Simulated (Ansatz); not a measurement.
A nudged elastic band was laid between two geometries of CH5FSi + H2S (11 atoms, charge 0, multiplicity 1).

Level of theory: RKS revPBE-D4/def2-SVP in Ansatz 0.2.0.

```
movable images  : 7
climbing image  : yes
spring          : 50.0 eV/Å²
optimiser       : quadratic models (default)
start path      : through a guess of the saddle point
force threshold : 0.05 eV/Å
iteration limit : 60
end points      : relaxed
```

Initial state:

```xyz
11
Properties=species:S:1:pos:R:3
Si -0.395 -0.236 -1.101
F 1.039 0.574 -1.323
H -0.704 -0.915 -2.408
H -1.449 0.797 -0.809
C -0.206 -1.471 0.294
H 1.411 1.702 0.561
S 0.922 2.011 1.794
H 0.014 -0.943 1.243
H -1.144 -2.051 0.420
H 0.616 -2.185 0.082
H -0.104 2.717 1.246
```

Final state:

```xyz
11
Properties=species:S:1:pos:R:3
Si -0.872 0.222 -0.258
F 2.328 0.285 -0.737
H -0.567 0.486 -1.703
H -2.352 0.383 -0.040
C -0.230 -1.437 0.350
H 1.881 0.874 -0.134
S 0.188 1.717 0.968
H -0.442 -1.574 1.429
H -0.702 -2.270 -0.210
H 0.864 -1.460 0.181
H -0.095 2.774 0.153
```

(1) What changes between the two ends?

(2) What energy profile does the band end with?

(3) What is the geometry of the highest image?

The band took 13 iterations and roughly 5 core-minutes.

## Answers

(1) Bonds broken: Si1–F2, H6–S7. Bonds formed: Si1–S7, F2–H6. CH5FSi + H2S becomes CH6SSi + FH.

(2) It converged. The highest image is number 5 of 0 to 8, 143.6 kJ/mol above the first end and 95.6 kJ/mol above the last; the last end lies 48.1 kJ/mol above the first. The order of the stationary point at the top wasn't checked. The orbitals stay closed-shell, which can raise the energy where a bond breaks towards radicals; this wasn't checked here.

```json
{"image": "0", "path coordinate (Å)": "0.00", "energy (kJ/mol)": "0.0", "Si1–F2 (Å)": "1.66", "H6–S7 (Å)": "1.36", "Si1–S7 (Å)": "3.89"}
{"image": "1", "path coordinate (Å)": "0.54", "energy (kJ/mol)": "0.9", "Si1–F2 (Å)": "1.66", "H6–S7 (Å)": "1.36", "Si1–S7 (Å)": "3.80"}
{"image": "2", "path coordinate (Å)": "1.08", "energy (kJ/mol)": "5.2", "Si1–F2 (Å)": "1.66", "H6–S7 (Å)": "1.36", "Si1–S7 (Å)": "3.62"}
{"image": "3", "path coordinate (Å)": "1.62", "energy (kJ/mol)": "29.6", "Si1–F2 (Å)": "1.68", "H6–S7 (Å)": "1.37", "Si1–S7 (Å)": "3.25"}
{"image": "4", "path coordinate (Å)": "2.17", "energy (kJ/mol)": "89.9", "Si1–F2 (Å)": "1.75", "H6–S7 (Å)": "1.41", "Si1–S7 (Å)": "2.85"}
{"image": "5", "path coordinate (Å)": "2.71", "energy (kJ/mol)": "143.6", "Si1–F2 (Å)": "1.98", "H6–S7 (Å)": "1.60", "Si1–S7 (Å)": "2.51"}
{"image": "6", "path coordinate (Å)": "3.34", "energy (kJ/mol)": "92.0", "Si1–F2 (Å)": "2.49", "H6–S7 (Å)": "1.90", "Si1–S7 (Å)": "2.30"}
{"image": "7", "path coordinate (Å)": "3.97", "energy (kJ/mol)": "53.8", "Si1–F2 (Å)": "2.99", "H6–S7 (Å)": "2.10", "Si1–S7 (Å)": "2.22"}
{"image": "8", "path coordinate (Å)": "4.60", "energy (kJ/mol)": "48.1", "Si1–F2 (Å)": "3.24", "H6–S7 (Å)": "2.19", "Si1–S7 (Å)": "2.20"}
```

(3) 
```xyz
11
Properties=species:S:1:pos:R:3
Si -0.437 0.128 -0.535
F 1.478 0.516 -0.871
H -0.492 0.041 -2.040
H -1.831 0.638 -0.225
C -0.180 -1.518 0.342
H 1.426 1.199 0.096
S 0.395 1.737 1.197
H -0.235 -1.397 1.443
H -0.983 -2.224 0.039
H 0.800 -1.963 0.081
H 0.058 2.842 0.475
```

The run took 2.7 min on 2 threads of Intel(R) Xeon(R) Platinum 8488C (Sapphire Rapids) (shared host), peak memory 0.15 GiB.
